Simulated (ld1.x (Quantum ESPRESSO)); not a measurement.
**Au: variants of one TM semilocal potential**

Base potential:

| Item | Value |
| --- | --- |
| Element | gold |
| Generator | ld1.x (Quantum ESPRESSO) 7.5 |
| Type | norm-conserving Troullier–Martins (semilocal form) |
| Functional | Wu–Cohen |
| Relativity | scalar-relativistic |
| Frozen core | [Kr] 4d10 4f14 |
| Valence charge | 19 |
| Reference configuration | 5s2 5p6 5d9 6s0 6p0 (charge +2) |
| Partial waves | 5s (bound): rc 1.50 bohr; 5d (bound): rc 2.00 bohr; 5p (bound): rc 1.50 bohr |
| Local potential | the p channel |
| Core correction | Bessel-smoothed model core inside 1.10 bohr |

All-electron outer shells of the reference configuration (Wu–Cohen, scalar-relativistic, ld1.x):

| shell | level (eV) | outermost node (bohr) | outermost maximum (bohr) |
| --- | --- | --- | --- |
| 5s | -130.09 | 0.48 | 0.84 |
| 4f | -102.92 | – | 0.37 |
| 5p | -81.34 | 0.52 | 0.96 |
| 5d | -27.37 | 0.56 | 1.20 |
| 6s | -22.77 | 1.10 | 2.13 |
| 6p | -14.50 | 1.29 | 2.67 |

Cutoffs, loose and tight: the cutoffs (Ry, on a coarse ladder) from which the occupation-weighted sum of valence levels, in a spherical-Bessel basis at the reference potential, stays within 10 and 1 mRy of its value at 400 Ry. They do not see the model core or the augmentation charge, which bear on the density cutoff. Test errors are all-electron minus pseudo excitation energies from the reference, over the configurations 5s2 5p6 5d10 6s1 6p0; 5s2 5p6 5d10 6s0 6p0; 5s2 5p6 5d8 6s0 6p0; 5s2 5p6 5d7 6s0 6p0; 5s2 5p6 5d10 6s0.5 6p0; 5s2 5p6 5d9 6s1 6p1; 5s2 5p6 5d10 6s0 6p1. A dash means not determined; rows that change the core or the reference have their own tests. The largest error is taken over the tests solved by every variant that gives reliable tests at all: 5s2 5p6 5d10 6s0 6p0; 5s2 5p6 5d10 6s0 6p1; 5s2 5p6 5d7 6s0 6p0; 5s2 5p6 5d8 6s0 6p0.

A true bound ghost makes a file unfit for plane-wave use even where its test errors are small: the radial tests pick states by their node count and pass the ghost by. Where a test does run into it, the solver fails or the error is huge.

In the semilocal form every listed channel keeps its own potential, so the choice of the local channel does not act on these tests. It acts once the file is put into the separable form.

A semilocal file is local in each channel, so a ghost entry of none says nothing of the separable form that plane-wave codes build from it.

On the changes marked as counting shells twice: ld1.x takes every shell without a wave as core, so the model core holds the marked electrons as well and exchange and correlation see them twice. This cancels in the reference configuration, but the file is broken for other ones, and its errors say nothing about a proper core correction.

| change | outcome | cutoff, loose | cutoff, tight | bound ghosts | largest test error (meV) |
| --- | --- | --- | --- | --- | --- |
| base | generated | 80 Ry | 110 Ry | none | +109 |
| wave 5s (bound): rc 1.50 bohr becomes 5s (bound): rc 1.12 bohr | generated | 140 Ry | 230 Ry | none | +108 |
| wave 5d (bound): rc 2.00 bohr becomes 5d (bound): rc 1.32 bohr | generated | 80 Ry | 110 Ry | none | +109 |
| reference 5s2 5p6 5d10 6s1 6p0 (6s counted twice) | generated, misses its reference levels by 3.07 eV | 80 Ry | 110 Ry | none | -9163 |
| core [Xe] 4f14, valence charge 11; reference 5d10 6s0.5 6p0; waves now 6s (bound): rc 1.90 bohr; 6p (bound): rc 3.55 bohr; 5d (bound): rc 1.45 bohr; local potential the d channel; core correction none | generated | 45 Ry | 80 Ry | none | -246 |
| functional LDA (PZ) | generated | 80 Ry | 110 Ry | none | +111 |
| type PAW, which also changes the form from semilocal to separable; waves now 5s (bound): rcut 1.30, rcutus 1.50 bohr; 6s (bound): rcut 1.30, rcutus 1.50 bohr; 5p (bound): rcut 1.40, rcutus 1.50 bohr; 6p (bound): rcut 1.40, rcutus 1.50 bohr; 5d (bound): rcut 1.75, rcutus 2.00 bohr; 5d channel at -1.5 Ry: rcut 1.75, rcutus 2.00 bohr; local potential all-electron potential smoothed inside 1.70 bohr (lloc = -2); augmentation BESSEL, radius 1.45 bohr | generated | 40 Ry | 70 Ry | none | -36 |
| core correction none | generated | 80 Ry | 110 Ry | none | +109 |
| local potential the s channel | generated | 80 Ry | 110 Ry | none | +109 |

Task: What comes out with this change to the base: all radii but the core radius scaled by about 1.24 (s 1.86, p 1.86, d 2.48 bohr)?

Result: outcome: generated; cutoff, loose: 40 Ry; cutoff, tight: 70 Ry; bound ghosts: s; largest test error (meV): +260.
